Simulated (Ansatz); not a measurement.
Relaxation of AlClFH2N (6 atoms, charge 0, multiplicity 1), to a largest force component of 0.02 eV/Å in at most 40 steps.

Theory: Ansatz, RKS PBE0-D4/def2-SVP.

```xyz
6
Properties=species:S:1:pos:R:3
Al 0.000 0.000 0.000
F 0.000 0.000 1.690
N 1.663 0.000 -0.960
H 2.129 -0.918 -1.212
H 2.114 0.918 -1.238
Cl -1.931 0.000 -1.115
```

Task: Where does it end, and by what steps?

Result: It converged. After 11 steps the energy has fallen by 0.926 eV; H4 moved furthest, 1.02 Å.

| step | energy less start (eV) | largest force component (eV/Å) | accepted |
| --- | --- | --- | --- |
| 0 | 0.0000 | 2.026 | yes |
| 1 | -0.5296 | 1.019 | yes |
| 2 | -0.5942 | 0.504 | yes |
| 3 | -0.6020 | 0.166 | yes |
| 4 | -0.6265 | 0.623 | yes |
| 5 | -0.6807 | 1.022 | yes |
| 6 | -0.7945 | 0.709 | yes |
| 7 | -0.8567 | 1.156 | yes |
| 8 | -0.9225 | 0.124 | yes |
| 9 | -0.9251 | 0.075 | yes |
| 10 | -0.9259 | 0.026 | yes |
| 11 | -0.9261 | 0.010 | yes |

```xyz
6
Properties=species:S:1:pos:R:3
Al 0.037 -0.039 -0.060
F -0.021 -0.535 1.520
N 1.565 0.006 -0.912
H 2.459 -0.256 -0.513
H 1.675 0.298 -1.876
Cl -1.741 0.525 -0.995
```

Whether the end is a true minimum wasn't checked by a vibrational analysis.

The run took 36 s on 1 thread of Arm Neoverse V1 (shared host), peak memory 0.16 GiB.
